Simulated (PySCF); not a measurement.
Input for PySCF: D3(BJ) and D4 dispersion corrections on BH4P (SMILES BP), a point of a torsion scan.

```python
from pyscf import gto
from pyscf.dispersion import dftd3, dftd4

mol = gto.M(
    atom='''
    B    -0.85634179   -0.02012758   -0.11789146
    P     0.98731198    0.32703404   -0.18081335
    H    -1.59291265    0.78883895   -0.52939342
    H    -1.27538930   -0.88110021    0.55183446
    H     1.24484616   -0.19387622   -1.43410408
    H     1.45855752   -0.81568595    0.44742617
    ''',
    basis='def2-svp',
    charge=0, spin=0, verbose=0, max_memory=1800)
d3, d4 = {}, {}
for xc in ['hf', 'pbe', 'blyp', 'revpbe', 'tpss', 'r2scan', 'b3lyp', 'pbe0', 'bhlyp', 'camb3lyp', 'b2plyp']:
    d3[xc] = float(dftd3.DFTD3Dispersion(mol, xc=xc, version='d3bj', atm=False).get_dispersion()['energy'])
    print(f'D3(BJ) {xc:10s} {d3[xc]:14.8f} Eh')
for xc in ['hf', 'pbe', 'blyp', 'revpbe', 'tpss', 'r2scan', 'b3lyp', 'pbe0', 'bhlyp', 'camb3lyp', 'b2plyp']:
    d4[xc] = float(dftd4.DFTD4Dispersion(mol, xc={'camb3lyp': 'cam-b3lyp'}.get(xc, xc), atm=True).get_dispersion()['energy'])
    print(f'D4     {xc:10s} {d4[xc]:14.8f} Eh')
```

Program output:

```
D3(BJ) hf            -0.02998711 Eh
D3(BJ) pbe           -0.00317891 Eh
D3(BJ) blyp          -0.00699386 Eh
D3(BJ) revpbe        -0.00827150 Eh
D3(BJ) tpss          -0.00399927 Eh
D3(BJ) r2scan        -0.00081051 Eh
D3(BJ) b3lyp         -0.00571906 Eh
D3(BJ) pbe0          -0.00271621 Eh
D3(BJ) bhlyp         -0.00457485 Eh
D3(BJ) camb3lyp      -0.00243708 Eh
D3(BJ) b2plyp        -0.00266576 Eh
D4     hf            -0.01092897 Eh
D4     pbe           -0.00277851 Eh
D4     blyp          -0.00635148 Eh
D4     revpbe        -0.00933106 Eh
D4     tpss          -0.00376608 Eh
D4     r2scan        -0.00061994 Eh
D4     b3lyp         -0.00453730 Eh
D4     pbe0          -0.00229292 Eh
D4     bhlyp         -0.00336937 Eh
D4     camb3lyp      -0.00229814 Eh
D4     b2plyp        -0.00190871 Eh
```

The run finished.

Cost: around 0.03 core-seconds (rough).
